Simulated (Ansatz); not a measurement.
Level of theory: CAM-B3LYP-D3(BJ)/def2-TZVP run with Ansatz (an electronic-structure program). No frequencies were computed at this level.

Ansatz 0.2 input:
```yaml
crystal:
  periodic: [false, false, false]
  atoms:
    - { symbol: S, position_ang: [-0.30731, 2.751584, -0.092677] }
    - { symbol: In, position_ang: [0.159098, 0.375942, 0.000877] }
    - { symbol: S, position_ang: [-1.726189, -1.17303, -0.070759] }
    - { symbol: S, position_ang: [2.423384, -0.501786, 0.162027] }
    - { symbol: H, position_ang: [-1.610685, 2.5189, -0.208052] }
    - { symbol: H, position_ang: [-0.942102, -2.23371, -0.21261] }
    - { symbol: H, position_ang: [2.003803, -1.7379, 0.421193] }
basis:
  gaussian: { orbitals: def2-tzvp }
hamiltonian:
  xc: cam_b3lyp
  dispersion: d3bj
relax:
  max_steps: 150
```

Output:

```
Functional definition: CAM-B3LYP
1410 factors; their error is unknown
405 factors; integrals over basis functions are off by at most 5.8e-6 eV
mean field evaluation 1: about -37730.8464 eV, gradient 2.7e1 eV
mean field evaluation 2: about -37731.1637 eV, gradient 2.9e1 eV
mean field evaluation 4: about -37732.9643 eV, gradient 9.2e-1 eV
mean field evaluation 8: about -37733.0480 eV, gradient 1.8e-1 eV
mean field evaluation 16: about -37733.0480 eV, gradient 4.2e-5 eV
mean field -37733.04804875 eV, -1386.6639394131 hartree, gradient 4.2e-5 eV, S^2 0.000000; 0 other end points of the search recorded, 0 dependent functions left out
reference -37733.04818251 eV, -1386.6639443286 hartree; 36, 36 occupied and 143, 143 virtual orbitals, 1410 factors
relax step   1: F+E_penalty+E_count = -37733.26109221 eV  Δ(F+E_penalty+E_count) = +0.000e0 eV  max|allowed force component| = 7.296e-1 eV/Å  Δτ_max = 0.0000 Å  (27 SCF iters, accepted)
these checks for a lower state are left out or cut short: starts, cluster_reference, orbital_swaps, neighbouring_geometries, increment
1410 factors; their error is unknown
405 factors; integrals over basis functions are off by at most 5.6e-6 eV
mean field -37733.05927832 eV, -1386.6643520923 hartree, gradient 1.9e-5 eV, S^2 0.000000; 0 other end points of the search recorded, 0 dependent functions left out
reference -37733.05941183 eV, -1386.6643569984 hartree; 36, 36 occupied and 143, 143 virtual orbitals, 1410 factors
relax step   2: F+E_penalty+E_count = -37733.27839997 eV  Δ(F+E_penalty+E_count) = -1.731e-2 eV  max|allowed force component| = 6.859e-1 eV/Å  Δτ_max = 0.1616 Å  (36 SCF iters, accepted)
these checks for a lower state are left out or cut short: starts, cluster_reference, orbital_swaps, neighbouring_geometries, increment
1410 factors; their error is unknown
405 factors; integrals over basis functions are off by at most 5.7e-6 eV
mean field -37733.09364604 eV, -1386.6656150825 hartree, gradient 2.2e-5 eV, S^2 0.000000; 0 other end points of the search recorded, 0 dependent functions left out
reference -37733.09377934 eV, -1386.6656199811 hartree; 36, 36 occupied and 143, 143 virtual orbitals, 1410 factors
relax step   3: F+E_penalty+E_count = -37733.31237972 eV  Δ(F+E_penalty+E_count) = -3.398e-2 eV  max|allowed force component| = 7.450e-1 eV/Å  Δτ_max = 0.1668 Å  (31 SCF iters, accepted)
these checks for a lower state are left out or cut short: starts, cluster_reference, orbital_swaps, neighbouring_geometries, increment
1410 factors; their error is unknown
405 factors; integrals over basis functions are off by at most 5.0e-6 eV
mean field evaluation 32: about -37732.3784 eV, gradient 1.6e1 eV
mean field -37733.10169687 eV, -1386.6659109452 hartree, gradient 1.9e-5 eV, S^2 0.000000; 0 other end points of the search recorded, 0 dependent functions left out
reference -37733.10183058 eV, -1386.6659158587 hartree; 36, 36 occupied and 143, 143 virtual orbitals, 1410 factors
relax step   4: F+E_penalty+E_count = -37733.31945181 eV  Δ(F+E_penalty+E_count) = -7.072e-3 eV  max|allowed force component| = 9.722e-2 eV/Å  Δτ_max = 0.2000 Å  (35 SCF iters, accepted)
these checks for a lower state are left out or cut short: starts, cluster_reference, orbital_swaps, neighbouring_geometries, increment
1410 factors; their error is unknown
405 factors; integrals over basis functions are off by at most 5.5e-6 eV
mean field -37733.11741642 eV, -1386.6664886277 hartree, gradient 1.6e-5 eV, S^2 0.000000; 0 other end points of the search recorded, 0 dependent functions left out
reference -37733.11754958 eV, -1386.6664935215 hartree; 36, 36 occupied and 143, 143 virtual orbitals, 1410 factors
relax step   5: F+E_penalty+E_count = -37733.33520989 eV  Δ(F+E_penalty+E_count) = -1.576e-2 eV  max|allowed force component| = 1.806e-2 eV/Å  Δτ_max = 0.1443 Å  (32 SCF iters, accepted)
these checks for a lower state are left out or cut short: starts, cluster_reference, orbital_swaps, neighbouring_geometries, increment
1410 factors; their error is unknown
405 factors; integrals over basis functions are off by at most 5.6e-6 eV
mean field -37733.11853299 eV, -1386.6665296611 hartree, gradient 2.1e-5 eV, S^2 0.000000; 0 other end points of the search recorded, 0 dependent functions left out
reference -37733.11866621 eV, -1386.6665345568 hartree; 36, 36 occupied and 143, 143 virtual orbitals, 1410 factors
relax step   6: F+E_penalty+E_count = -37733.33612352 eV  Δ(F+E_penalty+E_count) = -9.136e-4 eV  max|allowed force component| = 1.969e-2 eV/Å  Δτ_max = 0.0465 Å  (32 SCF iters, accepted)
these checks for a lower state are left out or cut short: starts, cluster_reference, orbital_swaps, neighbouring_geometries, increment
1410 factors; their error is unknown
405 factors; integrals over basis functions are off by at most 5.6e-6 eV
mean field -37733.11879534 eV, -1386.6665393022 hartree, gradient 1.9e-5 eV, S^2 0.000000; 0 other end points of the search recorded, 0 dependent functions left out
reference -37733.11892863 eV, -1386.6665442004 hartree; 36, 36 occupied and 143, 143 virtual orbitals, 1410 factors
relax step   7: F+E_penalty+E_count = -37733.33631783 eV  Δ(F+E_penalty+E_count) = -1.943e-4 eV  max|allowed force component| = 3.612e-2 eV/Å  Δτ_max = 0.0178 Å  (31 SCF iters, accepted)
these checks for a lower state are left out or cut short: starts, cluster_reference, orbital_swaps, neighbouring_geometries, increment
1410 factors; their error is unknown
405 factors; integrals over basis functions are off by at most 5.6e-6 eV
mean field evaluation 64: about -37733.1189 eV, gradient 3.3e-5 eV
mean field -37733.11885723 eV, -1386.6665415767 hartree, gradient 1.9e-5 eV, S^2 0.000000; 0 other end points of the search recorded, 0 dependent functions left out
reference -37733.11899053 eV, -1386.6665464752 hartree; 36, 36 occupied and 143, 143 virtual orbitals, 1410 factors
relax step   8: F+E_penalty+E_count = -37733.33638012 eV  Δ(F+E_penalty+E_count) = -6.230e-5 eV  max|allowed force component| = 9.010e-3 eV/Å  Δτ_max = 0.0102 Å  (32 SCF iters, accepted)
1410 factors; their error is unknown
405 factors; integrals over basis functions are off by at most 5.6e-6 eV
mean field -37733.11885723 eV, -1386.6665415767 hartree, gradient 2.0e-5 eV, S^2 0.000000; 1 other end points of the search recorded, 0 dependent functions left out
reference -37733.11899053 eV, -1386.6665464752 hartree; 36, 36 occupied and 143, 143 virtual orbitals, 1410 factors
Total energy: -37733.33651342 eV, -1386.6745402941 hartree
Atom 0 at    -0.258011     2.676358    -0.080338 Å, force    -0.000273    -0.001910     0.000426 eV/Å
Atom 1 at     0.127674     0.337723     0.006504 Å, force    -0.002479     0.009010     0.002322 eV/Å
Atom 2 at    -1.712194    -1.157594    -0.170657 Å, force     0.001738     0.001694    -0.000928 eV/Å
Atom 3 at     2.361005    -0.421924     0.274070 Å, force     0.000457     0.003725    -0.002199 eV/Å
Atom 4 at    -1.584715     2.544737    -0.219687 Å, force     0.000624    -0.000644    -0.000852 eV/Å
Atom 5 at    -0.959051    -2.260479    -0.062394 Å, force    -0.000645    -0.004614     0.000183 eV/Å
Atom 6 at     2.025291    -1.718823     0.252501 Å, force     0.000579    -0.007260     0.001049 eV/Å
Dipole moment:    -0.097376    -0.285158    -0.006167 e Å
```

Cost: around 100 core-seconds (rough).
